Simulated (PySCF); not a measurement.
Species: C4H5FOSi.
SMILES with atom numbers: `[O:1]=[C:2]1[CH2:3][CH:4]=[C:5]([F:6])[SiH2:7]1` (hydrogens: H8, H9 on C3; H10 on C4; H11, H12 on Si7)

Geometry (PBE0-D3(BJ)/def2-SVP, Å), atoms numbered from 1 in this order:
```xyz
12
C4H5FOSi angstrom
O     -2.8445    0.0827   -0.2733
C     -1.6652   -0.1125   -0.1386
C     -1.0648   -1.5123    0.0138
C      0.4234   -1.4169    0.1655
C      1.0073   -0.2085    0.1497
F      2.3281   -0.0718    0.2844
Si    -0.2190    1.1932   -0.0730
H     -1.5434   -2.0036    0.8808
H     -1.3592   -2.1146   -0.8653
H      1.0258   -2.3237    0.2890
H     -0.3135    2.1261    1.0859
H     -0.0586    1.9653   -1.3382
```

Method used: PySCF 2.14.0, PBE0-D3(BJ)/def2-SVP geometry optimisation, gas phase.

Take the most abundant isotopes and a rigid rotor. 

Problem. What are A, B and C (GHz)?

Solution. Ia = 119.14, Ib = 302.73, Ic = 412.74 u·Å²; 505379 MHz·u·Å²/I gives 4242, 1669 and 1224 MHz, that is A = 4.2419, B = 1.6694, C = 1.2245 GHz.

Problem. What kind of rotor is it?

Solution. An asymmetric top. Ray's parameter κ = (2B − A − C)/(A − C) = -0.705; −1 is the prolate and +1 the oblate limit.

Problem. Is it planar, by Δ = Ic − Ia − Ib?

Solution. Not planar: Δ = Ic − Ia − Ib = -9.13 u·Å². For a rigid frame Δ = −2 Σ m c², so Σ m c² = 4.57 u·Å² lies off the ab plane, practically all of it from hydrogen. The atom farthest from that plane is 1.22 Å away.

Problem. Which lines would a microwave search look for?

Solution. The dipole components are |μa| = 0.83 D, |μb| = 0.98 D, |μc| = 0.00 D; the mirror of this Cs structure is the ab plane, so μc vanishes by symmetry (the 0.01 D computed is a residue) and there are no c-type lines. The squared components, which scale the intensities, stand as 0.71 : 1.00 (a : b). Some of the stronger lines:

```tsv
type	branch	J(Ka,Kc)	MHz	lower level (cm⁻¹)
a	Q	1(1,0) ← 1(1,1)	445	0.182
a	Q	2(1,1) ← 2(1,2)	1335	0.361
a	R	1(0,1) ← 0(0,0)	2894	0.000
b	Q	1(1,0) ← 1(0,1)	3017	0.097
b	R	2(0,2) ← 1(1,1)	3162	0.182
b	Q	2(1,1) ← 2(0,2)	3515	0.288
a	R	2(1,2) ← 1(1,1)	5343	0.182
b	R	1(1,1) ← 0(0,0)	5466	0.000
a	R	2(0,2) ← 1(0,1)	5735	0.097
a	R	2(1,1) ← 1(1,0)	6233	0.197
b	Q	2(2,0) ← 2(1,1)	7770	0.405
b	R	2(1,2) ← 1(0,1)	7915	0.097
b	Q	2(2,1) ← 2(1,2)	9052	0.361
b	R	2(2,1) ← 1(1,0)	13950	0.197
b	R	2(2,0) ← 1(1,1)	14448	0.182
```

Problem. Estimate the classical rotational partition function at 25 K, 50 K and 100 K.

Solution. Point group Cs, symmetry number σ = 1; q = (√π/σ)·√((kT/h)³/(ABC)), k/h = 20836.6 MHz/K: 7160 at 25 K, 20200 at 50 K, 57300 at 100 K.

No frequency check. No vibrational averaging or centrifugal distortion is included, and the geometry carries the error of its method.
